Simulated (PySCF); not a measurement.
## Functional benchmark on one molecule

Molecule: SMILES CC(=O)c1ccsc1, C6H6OS.

Mapped SMILES: `[CH3:1][C:2](=[O:3])[c:4]1[cH:5][cH:6][s:7][cH:8]1`. Each H is labelled by its parent atom.

Geometry PBE0-D3(BJ)/def2-SVP throughout; GIAO in PySCF 2.14.0 with density-fitted response routines, gas phase, one conformer, non-relativistic; equivalent atoms averaged; basis pcSseg-1.

Reference values (estimated from measurements, as parent shift plus tabulated substituent increments; solution, not stated per compound (mostly CDCl3 or CCl4); Pretsch, Buehlmann, Badertscher, Structure Determination of Organic Compounds, 4th ed. (2009)): δ(H(C8)) = 8.05 ppm, δ(H(C5)) = 7.54 ppm, δ(H(C6)) = 7.32 ppm. Computed shifts are taken against TMS, calculated as an isolated molecule at each level.

How do the functionals HF, LDA, PBE, BLYP, BP86, KT2, KT3, B3LYP, PBE0, LC-wPBE perform against the reference? Times are CPU seconds on shared hosts with different chips, so compare them loosely; the GGAs took longer than the global hybrids here, which isn't the general rule, and the cause wasn't traced.

## Answers


| functional | kind | H(C8) | H(C5) | H(C6) | mean abs. error H | core-s |
| --- | --- | --- | --- | --- | --- | --- |
| HF | Hartree–Fock | 8.81 | 7.42 | 7.22 | 0.33 | 12 |
| LDA | LDA | 8.05 | 7.36 | 7.05 | 0.15 | 22 |
| PBE | GGA | 8.00 | 7.28 | 6.98 | 0.22 | 29 |
| BLYP | GGA | 7.94 | 7.17 | 6.88 | 0.31 | 28 |
| BP86 | GGA | 8.01 | 7.27 | 6.98 | 0.22 | 35 |
| KT2 | GGA | 7.94 | 7.16 | 6.88 | 0.31 | 28 |
| KT3 | GGA | 7.94 | 7.14 | 6.88 | 0.32 | 28 |
| B3LYP | global hybrid | 8.15 | 7.25 | 7.00 | 0.24 | 16 |
| PBE0 | global hybrid | 8.25 | 7.37 | 7.12 | 0.19 | 18 |
| LC-wPBE | range-separated hybrid | 8.40 | 7.41 | 7.26 | 0.18 | 34 |

For 1H the closest is LDA (0.15 ppm, with LC-wPBE practically level) and the furthest HF (0.33 ppm). One molecule is a small sample, and vibrational and solvent effects are absent from the calculation.
